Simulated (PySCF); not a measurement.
An isoelectronic set: 47 electrons

r²SCAN in PySCF with def2-TZVPP on every atom (core potentials on Sr), for the lowest determinant that a PBE0 search found; no spin–orbit coupling. All have 47 electrons, 9 of them in the valence shells, and the same state, a doublet (σ ↑). For ions De leads to the atom and ion picked by measured ionisation energies and electron affinities.

```
species  difference of nuclear charges  Re (Å)  ωe (cm⁻¹)  k (mdyn/Å)  De (eV)  dissociates to  Mayer bond order
   ZnCl                             13   2.146        380        1.93     2.50         Zn + Cl              1.05
    GaS                             15   2.061        481        2.98     3.94          Ga + S              2.10
   AlSe                             21   2.158        490        2.85     4.02         Al + Se              2.25
    SrF                             29   2.074        502        2.32     5.78          Sr + F              0.60
```

Spin–orbit coupling is left out. States were picked by a PBE0 search and need not be the measured ground states.
